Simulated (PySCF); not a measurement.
# Frontier levels across methods

Species: C₂H₇BS.
Structure used (PBE0-D3(BJ)/def2-SVP), in Å, numbered top down from 1:
```
atom  x, y, z in Å
B1     2.3163   -0.4838   -0.3637
S2     0.7244   -1.0846    0.0728
C3    -0.3530    0.3972    0.1268
C4    -1.7614    0.0149    0.5327
H5     3.1874   -1.3115   -0.4556
H6     2.5064    0.6919   -0.5577
H7     0.0896    1.1105    0.8368
H8    -0.3365    0.8613   -0.8700
H9    -1.7803   -0.4480    1.5309
H10   -2.4060    0.9067    0.5616
H11   -2.2043   -0.6993   -0.1781
```

The species is `BSCC` (C2H7BS).

Basis pcSseg-2 throughout (PySCF), one geometry. One conformer (not necessarily the lowest) at the PBE0-D3(BJ)/def2-SVP geometry, without solvent, vibrations or thermal averaging.

Problem. How do the orbital energies, the gap and the dipole change with the method?

Solution. 
```tsv
method	kind	HOMO (eV)	LUMO (eV)	gap (eV)	μ (D)	SCF cycles
BLYP	GGA	-6.48	-1.93	4.56	1.96	14
B97-D	GGA	-6.58	-1.90	4.67	1.95	14
OPBE	GGA	-6.64	-1.95	4.69	2.00	15
PBE	GGA	-6.65	-2.09	4.57	1.99	15
KT3	GGA	-6.69	-2.00	4.70	1.93	13
KT2	GGA	-6.70	-2.06	4.63	1.95	14
BP86	GGA	-6.74	-2.14	4.60	1.99	14
LDA	LDA	-6.78	-2.32	4.46	2.04	14
B97-2	global hybrid	-7.50	-1.15	6.36	1.93	12
B3LYP	global hybrid	-7.52	-1.36	6.17	1.92	12
PBE0	global hybrid	-7.76	-1.16	6.60	1.94	12
mPW1PW91	global hybrid	-7.77	-1.16	6.61	1.94	12
BHandHLYP	global hybrid	-8.72	-0.18	8.54	1.87	12
CAM-B3LYP	range-separated hybrid	-9.04	-0.10	8.94	1.89	12
wB97X-D	range-separated hybrid	-9.58	0.65	10.23	1.91	13
HF	Hartree–Fock	-10.26	2.02	12.28	1.85	11
LC-wPBE	range-separated hybrid	-10.42	1.01	11.42	1.89	13
```

The HOMO spans 3.93 eV, from BLYP down to LC-wPBE, and the gap runs from 4.46 eV (LDA) to 12.28 eV (HF). Over the methods BLYP (0 %), B97-D (0 %), OPBE (0 %), PBE (0 %), KT3 (0 %), KT2 (0 %), BP86 (0 %), LDA (0 %), B97-2 (21 %), B3LYP (20 %), PBE0 (25 %), mPW1PW91 (25 %), BHandHLYP (50 %), HF (100 %), a straight line through the gap against the share of exact exchange rises by 0.77 eV for each 10 % (correlation coefficient 0.999). The dipole ranges from 1.85 D (HF) to 2.04 D (LDA). This basis has no diffuse functions.
